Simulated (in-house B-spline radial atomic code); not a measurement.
Results of a calculation; reference values are marked as such.
## Two electrons in Ge: a Gaussian well −V exp(−r²/w²) with V = 38 meV and w = 74.7 nm

For Ge the NSM archive of the Ioffe Institute lists m_l = 1.6 m0, m_t = 0.08 m0 and ε = 16.2; the model takes one isotropic valley with the conductivity mass 3/(1/m_l + 2/m_t) = 0.117 m0, and so misses anisotropy and the other valleys. All triplets below are those of one valley; with several valleys two electrons can form a triplet in the 1s orbital itself, at an energy set by the valley splitting.

Effective-mass model with parabolic bands, a uniform dielectric constant, no image charges, no central-cell or spin-orbit terms. Two-electron levels come from full CI in B-splines with partial waves to l = 5 (up to 0.001 effective hartree above the limit).

Task: What are the effective units, and what is the potential in them?

Result: Ha* = 27211.386 meV × 0.117/16.2² = 12.13 meV and a* = 0.0529177 nm × 16.2/0.117 = 7.327 nm. V = 3.13 Ha* and w = 10.2 a*.

In these units the lowest s and p orbitals lie at -2.771145 and -2.538113, and their Coulomb and exchange integrals are J_ss = 0.385960, J_sp = 0.319190 and K_sp = 0.06329. Full CI gives -5.216237 for the ground singlet, -5.069628 for the sp triplet, -4.986541 for the sp singlet and -4.853228 for the lowest triplet of two s orbitals.

Task: What does it cost to add the second electron, to first order and exactly?

Result: To first order E = 2ε_s + J_ss = -5.156329, so the charging energy E(2) − 2E(1) is J_ss = 4.682 meV. CI gives -5.216237 − 2 × (-2.771145) = 0.326053, or 3.955 meV: relaxation and correlation lower it by 0.7268 meV, 15.5 % of J_ss. The s² configuration of one-electron orbitals holds 90.7 % of the state, and the mean radius is 19.5 nm. The second electron is bound by ε_s − E = 29.66 meV, against 33.62 meV for the first.

Task: How far above the singlet do the triplets lie?

Result: To first order the sp triplet lies at ε_s + ε_p + J_sp − K_sp = -5.053355, which is 1.249 meV above 2ε_s + J_ss. CI gives -5.069628 − (-5.216237) = 0.146609, or 1.779 meV, 63 % of the orbital spacing of 2.827 meV. The ss triplet lies 4.404 meV up, so the lower of the two is the sp one, and its gap equals k_BT at 20.6 K. The sp singlet-triplet splitting is 1.008 meV, against 2K_sp = 1.535 meV.
